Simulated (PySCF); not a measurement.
**Spin-rotation constants: `B[C@H](BF)C1CCC1`, C5H11B2F**

Geometry:
```tsv
atom	x (Å)	y (Å)	z (Å)
B1	-1.845	-0.310	-1.601
C2	-1.144	-0.191	-0.199
B3	-2.140	0.679	0.669
F4	-3.238	0.123	1.138
C5	0.277	0.370	-0.235
C6	1.355	-0.517	-0.888
C7	2.268	-0.277	0.324
C8	1.080	0.334	1.081
H9	-1.502	0.371	-2.487
H10	-2.726	-1.062	-1.750
H11	-1.129	-1.186	0.260
H12	-1.982	1.813	0.930
H13	0.267	1.370	-0.669
H14	1.735	-0.180	-1.850
H15	1.038	-1.555	-0.981
H16	2.711	-1.165	0.771
H17	3.057	0.445	0.122
H18	1.258	1.294	1.560
H19	0.650	-0.348	1.813
```

Computed, not measured: GIAO KT3/pcSseg-1 magnetisability, rotational g tensor and spin-rotation constants, non-relativistic, gas phase in PySCF. Geometry: GFN2-xTB.

(1) Give the nuclear spin-rotation constants along the inertial axes (H = +C I·J) beside the isotropic shieldings.

(2) How do the rotational constants and the g tensor change when H9, H10, H11, H12, H13, H14, H15, H16, H17, H18, H19 are replaced by deuterium?

Results:

(1) Rotational constants 3.9816, 1.1587, 0.9647 GHz. A star marks the isotopologue with that one atom substituted, in its own axes.
| atom | isotope | Caa (kHz) | Cbb (kHz) | Ccc (kHz) | mean (kHz) | σ (ppm) |
| --- | --- | --- | --- | --- | --- | --- |
| B1 | 11B | 1.209 | 0.470 | 0.364 | 0.681 | 18.3 |
| B3 | 11B | 1.380 | 0.281 | 0.298 | 0.653 | 49.6 |
| F4 | 19F | 8.748 | 1.416 | 2.157 | 4.107 | 143.8 |
| H9 | 1H | -0.290 | -0.026 | 0.030 | -0.095 | 24.1 |
| H10 | 1H | 0.021 | -0.065 | -0.011 | -0.018 | 24.1 |
| H11 | 1H | -0.477 | -0.119 | 0.060 | -0.179 | 28.3 |
| H12 | 1H | -0.347 | -0.061 | 0.027 | -0.127 | 26.6 |
| H13 | 1H | -0.364 | -0.132 | 0.057 | -0.146 | 28.0 |
| H14 | 1H | -0.293 | -0.030 | -0.063 | -0.129 | 29.1 |
| H15 | 1H | -0.419 | -0.112 | 0.015 | -0.172 | 30.3 |
| H16 | 1H | -0.337 | -0.116 | 0.007 | -0.148 | 29.8 |
| H17 | 1H | -0.104 | -0.131 | -0.035 | -0.090 | 29.7 |
| H18 | 1H | -0.412 | -0.044 | -0.024 | -0.160 | 29.2 |
| H19 | 1H | -0.345 | -0.090 | -0.019 | -0.151 | 30.1 |
| C2 | 13C* | 0.822 | 0.268 | 0.268 | 0.453 | 106.7 |
| C5 | 13C* | 0.751 | 0.193 | 0.186 | 0.377 | 142.8 |
| C6 | 13C* | 0.546 | 0.229 | 0.181 | 0.319 | 148.0 |
| C7 | 13C* | 0.676 | 0.149 | 0.149 | 0.324 | 163.1 |
| C8 | 13C* | 0.588 | 0.210 | 0.182 | 0.327 | 149.2 |

For the geometry as given, no vibrational averaging.

(2) Constants 3.0895, 1.0300, 0.8552 GHz; g -0.0307, -0.0125, -0.0182, against -0.0399, -0.0141, -0.0203 before.
